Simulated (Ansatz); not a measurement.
Consider the redistribution: `O[SiH2]N[SiH](O)O` + `F[Si]([SiH3])(Cl)Cl` → `O[SiH](O)[Si](F)(Cl)Cl` + `O[SiH2]N[SiH3]`.

Isolated molecules relaxed with PBE0-D4/def2-TZVP in Ansatz; ΔE leaves out vibrations. CCSD(T)/CBS is the MP2 limit (def2-TZVPP, def2-QZVPP) plus CCSD(T) − MP2 in def2-TZVPP, frozen cores. Functionals use def2-TZVPP. Each species was taken in one conformer, which may not be the lowest.

```csv
level,ΔE (kcal/mol)
ωB97M-V,12.7
CCSD/CBS(def2),12.0
```

Question: What does CCSD(T)/CBS give? (Estimate.)

Answer: Ansatz gave: +12.3 kcal/mol. The listed levels differ from it by 0.4, -0.3 kcal/mol.

Largest T1 diagnostic among the species: 0.012.

In def2-TZVPP, CCSD(T) changes the Hartree–Fock value by +2.2 kcal/mol (the triples alone add +0.3 kcal/mol) and MP2 by +1.9 kcal/mol.
